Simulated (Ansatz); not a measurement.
FGeH₅OSi (`F[SiH2][O][GeH3]`), charge 0, multiplicity 1.

**Question.** Give a relaxed structure at PBE0-D4/def2-TZVP (the Gaussian-basis code of Ansatz). (An estimate is asked.)

**Answer.** The calculation gave: 
```xyz
9

F     2.0914    0.8268    0.7649
Si    0.5452    0.8616    1.1698
O    -0.3791    0.5640   -0.1194
Ge   -0.6586   -0.8151   -1.2137
H     0.2433    2.2215    1.6619
H     0.3699   -0.1803    2.2107
H    -0.3816   -2.1095   -0.4320
H     0.2962   -0.6595   -2.4035
H    -2.1267   -0.7094   -1.6388
```
This is one stationary point; other conformers may exist.
